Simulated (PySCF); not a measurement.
C2H6ClSn, SMILES [CH3][Sn]([CH3])[Cl], multiplicity 2.

Coordinates come from a B3LYP-D3(BJ)/def2-SVP optimisation. The multiplicity is an assumed one; no other spin state was optimised. The isomer is the one that the SMILES or the coordinates give; other isomers of the formula were not compared. The def2 effective core potentials stand for the cores of Sn; spin–orbit coupling is left out.

All values below come from PySCF 2.14.0 with IEF-PCM-ωB97X/def2-SVP.

The values are the electrostatic part of the solvation free energy, E(continuum) − E(gas) at the gas-phase geometry, in a cavity of scaled van der Waals radii (PySCF's table); cavitation and dispersion terms are not included. A continuum can't describe solvent molecules that bind to the metal. The dipole moment in vacuum is 3.33 D.

| solvent | ε | ΔG(elec) (kcal/mol) | dipole (D) |
|---|---|---|---|
| water | 78.36 | -4.4 | 4.49 |
| dimethylsulfoxide | 46.83 | -4.3 | 4.48 |
| diethylether | 4.24 | -3.0 | 4.11 |
